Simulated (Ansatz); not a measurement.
Ideal-gas functions of FH4N2OTa (`[NH2][Ta]([NH2])(=[O])[F]`) at 298.15 K and 1 bar, from an Ansatz frequency run at PBE0-D4/def2-TZVP.

Molar mass 247.99 g/mol, point group Cs (symmetry number 1), electronic degeneracy 1, moments of inertia 160.576, 162.38, 185.42 u Å². Harmonic wavenumbers (cm⁻¹, unscaled): 176, 184, 188, 211, 212, 291, 401, 472, 498, 580, 600, 654, 676, 692, 1014, 1549, 1552, 3577, 3580, 3674, 3674.

Use S(trans) = R[1.5 ln M + 2.5 ln T − 1.1517]; rotational temperatures θ = 24.2544 K / I; S(rot) = R[ln(√π/σ · √(T³/θAθBθC)) + 1.5]; for each mode x = 1.438777 ν̃/T, S = R[x/(eˣ − 1) − ln(1 − e⁻ˣ)] and H = RT x/(eˣ − 1); 1 cm⁻¹ = 0.0119627 kJ/mol; R = 8.31446 J/(mol·K).

Problem. By hand: the entropy, in J/(mol·K).

Solution. Translation 177.6. Rotation: θ = 0.151, 0.1494, 0.1308 K, giving 112.5. Vibration, mode by mode: 9.92, 9.57, 9.40, 8.51, 8.48, 6.14, 4.01, 3.06, 2.77, 2.03, 1.88, 1.53, 1.41, 1.32, 0.37, 0.04, 0.04, 0.00, 0.00, 0.00, 0.00, in all 70.5. Electronic 0.0. Sum 360.6 J/(mol·K).

Problem. By hand: H − E and G − E in kJ/mol, counted from the electronic energy.

Solution. Zero-point energy ½ × 24455 × 0.0119627 = 146.3; thermal vibration 12.6; translation, rotation and pV give 4 RT = 9.9. H − E = 168.8 kJ/mol, and G − E = 168.8 − 298.15 × 360.6/1000 = 61.3 kJ/mol.

Vibration gives 20 % of the entropy. The sum counts one conformer and one mirror image; others add a mixing term.
